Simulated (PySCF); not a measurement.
HfF₂, SMILES [F][Hf][F] (connectivity only; charge and spin as stated), neutral, multiplicity 3.

The structure is a stationary point at PBE-D3(BJ)/def2-TZVP. The multiplicity is an assumed one; other spin states were not compared. The def2 effective core potentials stand for the cores of Hf; spin–orbit coupling is left out.

These are PBE-D3(BJ)/def2-TZVP in PySCF 2.14.0 values and carry that method's errors.

Frequencies are harmonic and unscaled.

Computed normal modes with their intensities:
```tsv
mode	ν (cm⁻¹)	IR (km/mol)	moving atoms (share of kinetic energy)
1	96	3.7	F 86 %, Hf 14 %
2	598	134.2	F 85 %, Hf 15 %
3	619	28.3	F 96 %
```
